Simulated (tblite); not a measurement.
Compound: C₆H₈ClF (charge +1 and doublet state).
Structure used (GFN2-xTB), in Å, numbered top down from 1:
```xyz
16
C6H8ClF angstrom
C      2.801    0.354   -0.105
C      1.577    0.178    0.416
C      0.444   -0.388   -0.353
C     -0.917    0.049    0.039
C     -1.134    1.250    0.627
F     -2.351    1.648    0.925
C     -2.079   -0.845   -0.238
Cl    -1.688   -2.216   -1.301
H      3.617    0.725    0.491
H      3.023    0.126   -1.135
H      1.396    0.404    1.458
H      0.591   -0.222   -1.430
H      0.463   -1.490   -0.269
H     -0.375    1.983    0.867
H     -2.474   -1.257    0.699
H     -2.902   -0.289   -0.703
```

Calculated harmonic vibrations of the isolated species, GFN2-xTB (tblite), most abundant isotopes, no scaling. Errors from tens to a few hundred cm⁻¹ against measured bands are possible. One conformer, not necessarily the lowest. Open shells enter through the occupations alone, without spin polarisation, and single modes of such species can be off by tens of per cent.

Harmonic wavenumbers (cm⁻¹): 57.9, 70.0, 79.2, 142.7, 168.0, 235.7, 290.6, 377.3, 399.8, 461.2, 501.5, 590.6, 731.1, 745.1, 789.0, 798.1, 874.8, 901.3, 949.2, 952.3, 1030.3, 1074.0, 1133.6, 1166.4, 1172.6, 1204.3, 1241.7, 1261.0, 1307.7, 1318.2, 1337.5, 1378.6, 1552.1, 1605.3, 2799.8, 2884.5, 2904.5, 2912.6, 3071.4, 3074.4, 3101.9, 3141.3.

A = 1658, B = 1182, C = 705.1 MHz; mass 134.030 u (most abundant isotopes); point group C1, symmetry number 1; spin multiplicity 2.

Problem. Zero-point energy?

Solution. Half the sum of the wavenumbers: 25895 cm⁻¹ = 74.04 kcal/mol.

Problem. Entropy at 298.15 K, 1 bar (ideal gas, RRHO, classical rotation)?

Solution. Translation 40.62, rotation 29.83, vibration 27.01, spin (R ln 2) 1.38: S = 98.8 cal/(mol K).

Problem. And Cp and H(298.15 K) − H(0)?

Solution. Cp = 35.04 cal/(mol K), of which vibrations give 27.09 (their classical limit is 42 R = 83.5); H(298.15 K) − H(0) = 6.54 kcal/mol without the zero-point energy, 4.17 from vibrations.

Problem. Blend soft modes into free rotors: weight 1/[1 + (100 cm⁻¹/ν̃)⁴] for the oscillator and the rest for a rotor with moment μB/(μ + B), μ = h/(8π²ν), B = 10⁻⁴⁴ kg m². What vibrational entropy results?

Solution. 24.60 cal/(mol K) in place of 27.01, which changes −T·S at 298.15 K by +0.72 kcal/mol.

Problem. How do the functions run with temperature in this model?

Solution. 
```tsv
T (K)	S (cal/(mol K))	Cp (cal/(mol K))	H − H(0) (kcal/mol)	G − H(0) (kcal/mol)	ln q(vib)
100	71.6	18.2	1.30	-5.86	1.70
200	86.7	26.4	3.53	-13.81	4.20
300	99.1	35.2	6.61	-23.11	6.60
500	120.9	50.6	15.28	-45.16	11.23
800	148.0	64.8	32.79	-85.64	17.78
1000	163.2	70.7	46.38	-116.80	21.79
```

q(vib) and H(0) count from the zero-point level.

Problem. Which modes carry the vibrational entropy at 298.15 K?

Solution. 57.9 cm⁻¹: 4.53; 70.0 cm⁻¹: 4.15; 79.2 cm⁻¹: 3.91; 142.7 cm⁻¹: 2.77; 168.0 cm⁻¹: 2.46; 235.7 cm⁻¹: 1.84 cal/(mol K); the other 36 give 7.36 together.

Problem. What must be added to the electronic energy to get the Gibbs energy at 298.15 K and 1 bar?

Solution. ZPE + [H(298.15 K) − H(0)] − T·S = 74.04 + 6.54 − 29.47 = 51.11 kcal/mol.

Hindered rotation and anharmonicity are outside this model. Other conformers, if any are populated, would add a mixing term that is left out. The structure is chiral; the term R ln 2 for an equal mix with its mirror image is left out.
